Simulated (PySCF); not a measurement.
# Mass spectrum arithmetic for TMS

Species: TMS, `C[Si](C)(C)C`.

Calculated from isotope tables alone.

(1) Molar mass and exact mass?

(2) Give the isotope pattern of the molecular ion M+•, merging species of the same nominal mass.

(3) What resolving power m/Δm just matches the spacing of the species with one 29Si and with one 13C?

(4) Find the degree of unsaturation and check the nitrogen rule.

(5) Elemental analysis, calculated?

(6) Protons, neutrons, electrons, and exact less nominal mass of the monoisotopic species?

## Answers

(1) For C4H12Si, with standard atomic weights, 4 × 12.011 + 1 × 28.085 + 12 × 1.008 = 88.225 g/mol. From the most abundant isotopes (12C, 28Si, 1H), 4 × 12.000000 + 1 × 27.976927 + 12 × 1.007825 = 88.0708 u.

(2) 
```tsv
nominal mass	m/z (centroid)	relative intensity
88	88.0703	100.0
89	89.0717	9.5
90	90.0677	3.7
91	91.0708	0.2
```

Lines under 0.1 % of the tallest are left out. One electron mass, 0.00055 u, is taken off. Abundances used (%; other tables differ somewhat): 12C 98.93, 13C 1.07; 28Si 92.2297, 29Si 4.6832, 30Si 3.0872; 1H 99.9885, 2H 0.0115.

(3) They lie 0.00379 u apart at mass 89.07, so m/Δm is about 24000.

(4) (2 × 5 + 2 + 0 − 12)/2 = 0; the structure has 0 rings and 0 π bonds. The nominal mass 88 is even, with 0 nitrogens, as the rule says.

(5) C 54.46 %, Si 31.83 %, H 13.71 %.

(6) 50 protons, 38 neutrons and 50 electrons; 88.0708 − 88 = +0.0708 u.
